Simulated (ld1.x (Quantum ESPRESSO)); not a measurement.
**Which change was made? (Cd, TM)**

Cd (Z = 48), norm-conserving Troullier–Martins (Kleinman–Bylander form), made with ld1.x (Quantum ESPRESSO) 7.5 (PBE, scalar-relativistic). Core [Ar] 3d10, reference 4s2 4p6 4d9 5s0 5p0 (charge +3). Waves: 4s (bound): rc 1.55 bohr; 4p (bound): rc 1.40 bohr; 4f channel at 0.25 Ry: rc 1.20 bohr; 4d (bound): rc 1.00 bohr. Local part: the d channel. Core correction: none.

Cutoffs, loose and tight: the cutoffs (Ry, on a coarse ladder) from which the occupation-weighted sum of valence levels, in a spherical-Bessel basis at the reference potential, stays within 10 and 1 mRy of its value at 400 Ry. They do not see the model core or the augmentation charge, which bear on the density cutoff. Test errors are all-electron minus pseudo excitation energies from the reference, over the configurations 4s2 4p6 4d10 5s2 5p0; 4s2 4p6 4d10 5s1 5p0; 4s2 4p6 4d10 5s0 5p0; 4s2 4p6 4d10 5s0 5p2; 4s2 4p6 4d10 5s1.5 5p0; 4s2 4p6 4d8 5s0 5p0; 4s2 4p6 4d9 5s2 5p1; variants that change the core or the reference have their own tests. The largest error is taken over the tests solved by every variant that gives reliable tests at all, those not shown here included: 4s2 4p6 4d10 5s0 5p0; 4s2 4p6 4d10 5s0 5p2; 4s2 4p6 4d8 5s0 5p0.

The base gives: outcome: generated; cutoff, loose: 110 Ry; cutoff, tight: 160 Ry; bound ghosts: none; largest test error (meV): +103.

Problem. After one change the result is: outcome: generated; cutoff, loose: 230 Ry; cutoff, tight: over 300 Ry; bound ghosts: none; largest test error (meV): +71. Which change was it?
A. all radii scaled by about 0.96 (s 1.48, p 1.34, d 0.96, f 1.14 bohr)
B. all radii scaled by about 0.84 (s 1.30, p 1.18, d 0.84, f 1.02 bohr)
C. all radii scaled by about 0.75 (s 1.16, p 1.04, d 0.74, f 0.90 bohr)
D. all radii scaled by about 1.20 (s 1.86, p 1.68, d 1.20, f 1.44 bohr)
E. all radii scaled by about 1.08 (s 1.68, p 1.52, d 1.08, f 1.30 bohr)

Solution. B. The others give: all radii scaled by about 0.75 (s 1.16, p 1.04, d 0.74, f 0.90 bohr) → outcome: generated; cutoff, loose: over 300 Ry; cutoff, tight: over 300 Ry; bound ghosts: s; largest test error (meV): +83 | all radii scaled by about 0.96 (s 1.48, p 1.34, d 0.96, f 1.14 bohr) → outcome: generated; cutoff, loose: 140 Ry; cutoff, tight: 230 Ry; bound ghosts: none; largest test error (meV): +98 | all radii scaled by about 1.08 (s 1.68, p 1.52, d 1.08, f 1.30 bohr) → outcome: generated; cutoff, loose: 90 Ry; cutoff, tight: 110 Ry; bound ghosts: none; largest test error (meV): +135 | all radii scaled by about 1.20 (s 1.86, p 1.68, d 1.20, f 1.44 bohr) → outcome: generated; cutoff, loose: 90 Ry; cutoff, tight: 110 Ry; bound ghosts: none; largest test error (meV): +158.
